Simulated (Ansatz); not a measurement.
Cartesian coordinates in Å:
```
C 0.799 -1.485 -0.561
Si 0.927 0.253 0.092
C -0.846 0.890 0.505
O -1.638 0.879 -0.594
F -0.814 2.150 1.042
F -1.416 0.119 1.490
H 1.788 -1.884 -0.800
H 0.191 -1.506 -1.467
H 0.336 -2.139 0.181
H 1.691 0.329 1.362
H 1.500 1.194 -0.902
H -2.517 1.199 -0.349
```

Total charge 0; spin multiplicity 1.

Problem. List the ωB97M-V/def2-TZVPP orbital energies in eV (the Gaussian-basis code of Ansatz). (Best estimate.)

Solution. Ansatz gave: Occupied: -1807.11, -677.84, -677.84, -527.22, -286.71, -281.27, -148.21, -102.34, -102.32, -102.30, -37.97, -36.15, -32.71, -22.81, -21.95, -19.20, -18.36, -18.19, -16.19, -15.64, -14.93, -14.31, -14.23, -13.93, -13.62, -12.39, -11.96, -11.82, -11.34. Lowest empty: 2.09, 2.58, 2.77, 3.59, 3.94, 4.08, 4.41, 4.45.
